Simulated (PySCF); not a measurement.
**A small calculation by hand: chemical shift, span and skew from a shielding tensor**

Si(CCH)(Cl)(Me)2 (C4H7ClSi), SMILES C#C[Si](C)(C)Cl. Atoms are numbered in the order given.

```xyz
13

C     -0.7954    -2.7899     0.0000
C     -0.3598    -1.6531     0.0000
Si     0.3344     0.0477     0.0000
C      1.3263     0.3262    -1.5593
C      1.3263     0.3262     1.5593
Cl    -1.2747     1.3867     0.0000
H     -1.1855    -3.7916     0.0000
H      0.7003     0.1690    -2.4508
H      2.1743    -0.3766    -1.6023
H      1.7205     1.3542    -1.5880
H      1.7205     1.3542     1.5880
H      2.1743    -0.3766     1.6023
H      0.7003     0.1690     2.4508
```

Geometry: B3LYP-D3(BJ)/def2-SVP.

GIAO shieldings from PBE0/pcSseg-1 (PySCF), non-relativistic, no solvent. The symmetric part of the tensor of Si3 has the principal values 289.1, 365.7, 374.3 ppm. The same nucleus in TMS has σ = 352.7 ppm at this level (PySCF, at its B3LYP-D3(BJ)/def2-TZVP geometry). Without spin–orbit terms, shifts of atoms bonded to Cl or Br come out too high.

Task: Work out the isotropic shielding, the ²⁹Si shift against TMS, the span and the skew.

Result: 
σ(iso) = (σ11 + σ22 + σ33)/3 = 343.0 ppm. δ = σ(ref) − σ(iso) = 352.7 − (343.0) = 9.7 ppm.
Span Ω = σ33 − σ11 = 85.2 ppm. Skew κ = 3(σ(iso) − σ22)/Ω = -0.80. Tumbling in solution averages the tensor to δ; in a static solid the shielding alone would spread this spin-1/2 line over Ω.
